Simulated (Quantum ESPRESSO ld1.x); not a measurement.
The numbers below are computed, except where a source is named.
Problem. The aim is neutral neodymium in [Xe] 4f4 6s2. This ld1.x (Quantum ESPRESSO 7.5) run was made with `OMP_NUM_THREADS=1 ld1.x < ld1.in > ld1.out`. Can the result be used? Name any fault.

```
 &input
    zed=60.0,
    iswitch=1,
    rel=1,
    dft='BLYP',
    config='[Xe] 4f4 6s',
    verbosity='high',
    prefix='ld1',
    max_out_wfc=37,
    file_charge='ld1.rho',
 /
```

Output (excerpt):

```
     Program LD1 v.7.5 starts

 %%%%%%%%%%%%%%%%%%%%%%%%%%%%%%%%%%%%%%%%%%%%%%%%%%%%%%%%%%%%%%%%%%%%%%%%%%%%%%
     Error in routine el_config (13):
     no occupancy field?
 %%%%%%%%%%%%%%%%%%%%%%%%%%%%%%%%%%%%%%%%%%%%%%%%%%%%%%%%%%%%%%%%%%%%%%%%%%%%%%

     stopping ...
```

Solution. No (refused). The line at issue: config='[Xe] 4f4 6s'. The program stops in el_config with "no occupancy field?": each term needs its occupation. The sound input gives -9624.756 hartree.
